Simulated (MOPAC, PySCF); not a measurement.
CH8Si3, SMILES `[SiH2]1C[SiH2][SiH2]1`, neutral singlet in the gas phase. 

Z-matrix (Å, degrees):
```
C
H 1 1.0922
H 1 1.0922 2 107.52
Si 1 1.9035 2 112.37 3 124.14
H 4 1.4898 1 112.58 2 0.64
H 4 1.4898 5 108.11 1 125.03
Si 1 1.9035 2 112.37 3 -124.14
H 7 1.4898 1 112.58 2 -0.64
H 7 1.4898 8 108.11 1 -125.03
Si 7 2.3570 8 115.51 9 -131.21
H 10 1.4881 7 117.07 8 -2.46
H 10 1.4881 11 109.25 7 -136.04
```
Charge 0, multiplicity 1.

All levels are single points at this geometry (PBE0-D3(BJ)/def2-TZVP); Pople sets use spherical d functions. Orbital energies aren't observables, and empty levels follow the basis.

PM7 in MOPAC gives gap (eV) = 9.34.

Estimate the gap (eV) from each of these levels: PBE-D3(BJ)/def2-TZVP in PySCF; PBE0-D3(BJ)/def2-TZVP in PySCF; B3LYP/3-21G in PySCF; B3LYP/6-31G* in PySCF; B3LYP/LANL2DZ in PySCF; M06-2X/6-31G* in PySCF; SVWN5/6-31G* in PySCF; HF/3-21G in PySCF; HF/6-31G* in PySCF; HF/STO-3G in PySCF; AM1 in MOPAC; PM3 in MOPAC.


| level | gap (eV) |
|---|---|
| PBE-D3(BJ)/def2-TZVP in PySCF | 4.50 |
| PBE0-D3(BJ)/def2-TZVP in PySCF | 6.32 |
| B3LYP/3-21G in PySCF | 7.04 |
| B3LYP/6-31G* in PySCF | 6.46 |
| B3LYP/LANL2DZ in PySCF | 7.09 |
| M06-2X/6-31G* in PySCF | 8.48 |
| SVWN5/6-31G* in PySCF | 4.88 |
| HF/3-21G in PySCF | 12.54 |
| HF/6-31G* in PySCF | 12.33 |
| HF/STO-3G in PySCF | 17.15 |
| AM1 in MOPAC | 8.82 |
| PM3 in MOPAC | 7.39 |
